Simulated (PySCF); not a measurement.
Si(F)(Me)(NH2)2 (CH7FN2Si), SMILES C[Si](N)(N)F.

Geometry: PBE-D3(BJ)/def2-SVP. This is a generated structure with no PubChem entry under its InChIKey; it may be hypothetical. One conformer was computed; it need not be the lowest.

Level of theory: SMD-ωB97X/6-31G* run with PySCF.

Solvation free energies are E(SMD) − E(gas) at the gas-phase geometry, for 1 M in both phases. In vacuum the dipole moment is 1.84 D.

Question: Rank water, ethanol, cyclohexanone by solvation free energy, most negative first.

Answer: ethanol (-7.0 kcal/mol), cyclohexanone (-5.8 kcal/mol), water (-4.3 kcal/mol)
